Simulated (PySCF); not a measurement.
A calculated (PBE0, PySCF 2.14, dyall-av2z, no relativity, point nucleus) atom or ion has these occupied shells.

```json
{"shell": "1s α", "electrons": "1", "orbital energy (eV)": "-395.98", "rms radius, mean of both spins (bohr)": "0.267"}
{"shell": "1s β", "electrons": "1", "orbital energy (eV)": "-393.69", "rms radius, mean of both spins (bohr)": "0.267"}
{"shell": "2s α", "electrons": "1", "orbital energy (eV)": "-23.846", "rms radius, mean of both spins (bohr)": "1.42"}
{"shell": "2p α", "electrons": "3", "orbital energy (eV)": "-11.002", "rms radius, mean of both spins (bohr)": "1.67"}
{"shell": "2p β", "electrons": "1", "orbital energy (eV)": "-6.352", "rms radius, mean of both spins (bohr)": "1.67"}
```

Q: Name the element and its charge.

A: N (nitrogen, neutral), in [He] 2s1 2p4, high-spin 4P determinant (an excited configuration).
